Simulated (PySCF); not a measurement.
## Fractional electron number in Fe (iron, neutral)

The 4s beta orbital of [Ar] 3d6 4s2 is emptied in steps (occupation f), with all orbitals relaxed, ending at [Ar] 3d6 4s1. Computed with PySCF 2.14 in def2-TZVPPD (6s6p4d2f1g, 67 functions), with no relativity, point nucleus. The exact energy is a straight line in f; departures are measured from the line between the end points of the same method.

```
   f  BHandHLYP (eV)  MN15 (eV)
   1           0.000      0.000
0.75          -0.301     -0.305
 0.5          -0.411     -0.392
0.25          -0.317     -0.328
   0           0.000      0.000
```

**Question.** For BHandHLYP, how does the orbital energy at f = 1 compare with the removal energy?

**Answer.** −ε = 6.095 eV against a total-energy difference of 7.674 eV. By Janak's theorem ε = ∂E/∂f, so the gap between them reflects the curvature. Along the path −ε is 6.846 (f = 0.75), 7.633 (f = 0.5), 8.481 (f = 0.25) eV.

```tsv
method	E(f=0) − E(f=1) (eV)	−ε at f=1 (eV)	−ε at f=0.5 (eV)
BHandHLYP	7.674	6.095	7.633
MN15	7.924	6.243	7.877
```

Reference removal energy between the ground levels: 7.902 eV (measured; NIST Atomic Spectra Database, ionization energies). The calculation has no spin-orbit coupling.
